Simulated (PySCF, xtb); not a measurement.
H3NOSi, SMILES N[Si]O (connectivity only; charge and spin as stated), neutral, multiplicity 1.

GFN2-xTB in xtb at its own geometry gives an orbital gap of 3.78 eV and a dipole moment of 2.53 D.

Coordinates come from a r2SCAN-D4/def2-TZVP optimisation. One conformer was computed; it need not be the lowest.

Q: What does r2SCAN/def2-TZVPD run with PySCF give? (Estimate from the structure and the level; the computed values follow.)

A: gap 4.48 eV (levels -5.93 and -1.45 eV), dipole 3.16 D.
